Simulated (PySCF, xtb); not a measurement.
H4O4Si, SMILES O[Si](O)(O)O (connectivity only; charge and spin as stated), charge -1, multiplicity 2.

Geometry: ωB97X-D3(BJ)/def2-SVPD. The spin state was assumed, not searched. The isomer is the one that the SMILES or the coordinates give; other isomers of the formula were not compared. One conformer was computed; it need not be the lowest.

Level of theory: PySCF 2.14.0 with C-PCM-PBE0/def2-SVPD.

The values are the electrostatic part of the solvation free energy, E(continuum) − E(gas) at the gas-phase geometry, in a cavity of scaled van der Waals radii (PySCF's table); cavitation and dispersion terms are not included.

Q: Estimate the values in water (ε = 78.36), 2-propanol (ε = 19.26), benzene (ε = 2.27). (An estimate is asked for; the answer gives what the named calculation found.)

A: 
| solvent | ε | ΔG(elec) (kcal/mol) |
|---|---|---|
| water | 78.36 | -60.3 |
| 2-propanol | 19.26 | -57.8 |
| benzene | 2.27 | -33.6 |

For comparison, GFN2-xTB/ALPB(water) (xtb, at the GFN2-xTB geometry, all terms of that model) gives -66.2 kcal/mol.
